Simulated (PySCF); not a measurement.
A GIAO shielding run with PySCF 2.14 (density fitting, non-relativistic, gas phase) on `InChI=1S/C5H14OSi2/c7-4-5-3-6-1-2-8-5/h5H,1-4,8H2,7H3/t5-/m0/s1`:

```
$ OMP_NUM_THREADS=1 python probes_run.py task.json out

{"job": {"kind": "nmr", "xc": "PBE0", "basis": "pcSseg-1"}, "charge": 0, "multiplicity": 1}
Si     3.129222     0.726427    -0.441508
C      1.779387    -0.603653    -0.573514
C      0.463141    -0.240663     0.113082
C     -0.439347    -1.481368     0.197051
O     -1.650168    -1.271193     0.882836
C     -2.608778    -0.530486     0.166506
C     -2.262957     0.952817     0.036250
Si    -0.534319     1.146360    -0.731837
H      2.714680     1.950129    -1.129708
H      3.384690     1.013243     0.972095
H      4.355356     0.210807    -1.057005
H      2.162103    -1.527725    -0.127025
H      1.586124    -0.835893    -1.623535
H      0.678930     0.056064     1.145805
H      0.065769    -2.276698     0.756611
H     -0.645408    -1.858495    -0.818297
H     -3.540213    -0.662045     0.725977
H     -2.741763    -0.968953    -0.835424
H     -2.283647     1.400194     1.030239
H     -3.034642     1.445207    -0.553649
H      0.011045     2.478237    -0.458401
H     -0.599618     0.897073    -2.180831
```

Hardware: 1 thread of an Intel Xeon, shared host. The job also computes population analyses, field gradients, ring-centre shieldings.

Question: How large is the calculation?

Answer: 80 electrons, 220 basis functions and 1186 auxiliary functions.

Question: How long does it take, and how much memory does it need?

Answer: 2.9 min of wall time, with 13 SCF cycles and 4 response iterations; peak memory 1.1 GiB. Times on a shared host scatter by some tens of per cent.
